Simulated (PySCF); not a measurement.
C3H3BrO2.
Cartesian coordinates in Å at the PBE0-D3(BJ)/def2-SVP level; atoms count from 1:
```
atom  x, y, z in Å
O1    -1.2177   -1.1690   -0.6252
C2    -0.9518   -0.0693   -0.2092
O3    -1.8649    0.9004   -0.0724
C4     0.3910    0.3900    0.2100
C5     1.4157   -0.4610    0.1146
Br6    3.1625   -0.0433    0.6008
H7    -2.7104    0.5247   -0.3624
H8     0.5005    1.4090    0.5858
H9     1.2727   -1.4759   -0.2662
```

The calculation used core-valence-separated Tamm–Dancoff BHandHLYP/aug-pcX-1 (pcseg-1 on H, def2-SVPD on Br) in PySCF, non-relativistic, gas phase, PBE0-D3(BJ)/def2-SVP geometry. The energies are unshifted.

The lowest roots of each edge with f over 0.003 (five at most, numbered afresh; weaker and dark ones are left out), with transition dipoles (au) in the frame of the coordinates:

```csv
root,edge,E (eV),f,μx,μy,μz
1,C,282.49,0.0439,-0.0143,-0.0257,0.0740
2,C,283.05,0.0656,-0.0176,-0.0315,0.0903
3,C,285.04,0.0782,0.0197,0.0326,-0.0987
4,C,285.23,0.0560,-0.0832,-0.0227,-0.0243
5,C,286.20,0.0177,-0.0034,-0.0475,-0.0161
6,O,529.16,0.0381,0.0101,0.0166,-0.0506
7,O,532.45,0.0161,0.0065,0.0108,-0.0328
8,O,533.26,0.0031,0.0150,-0.0006,0.0027
9,O,533.43,0.0249,-0.0405,-0.0114,-0.0116
10,O,533.97,0.0043,-0.0178,0.0023,0.0024
```

Problem. What is the unit vector of the normal of the molecular plane, and which share of each root's |μ|² lies along it?

Solution. (-0.18, -0.32, 0.93), up to sign.

```csv
root,core hole on,share along it,final orbital under reflection in the plane
1,C4,1.00,odd
2,C5,1.00,odd
3,C2,1.00,odd
4,C5,0.00,even
5,C4,0.00,even
6,O1,1.00,odd
7,O3,1.00,odd
8,O1,0.00,even
9,O3,0.00,even
10,O1,0.07,–
```

The 1s orbitals of atoms in the plane are even under the reflection, so light polarised along the normal reaches odd orbitals alone (the out-of-plane π set) and light polarised in the plane even ones.

Problem. For fixed molecules, how does the intensity of root 1 change when the electric field is turned 45° away from the normal of the molecular plane?

Solution. Intensity goes as (E·μ)², and μ lies along that direction, so it falls to cos²45° = 0.50 of its maximum; it vanishes at 90°.

Problem. Molecules are fixed in this frame and the field points along z. What effective strengths 3 f cos²θ do the roots have (θ between field and μ)?

Solution. root 1 (C4): 0.114, root 2 (C5): 0.170, root 3 (C2): 0.204, root 4 (C5): 0.012, root 5 (C4): 0.005, root 6 (O1): 0.100, root 7 (O3): 0.042, root 8 (O1): 0.000, root 9 (O3): 0.005, root 10 (O1): 0.000. Root 3 is the strongest. Averaged over all orientations cos²θ is 1/3, which gives f back.

 The BHandHLYP/aug-pcX-1 (pcseg-1 on H, def2-SVPD on Br) calculation is non-relativistic and has no spin–orbit coupling, an omission that weighs most on bromine.

One conformer stands for the species.
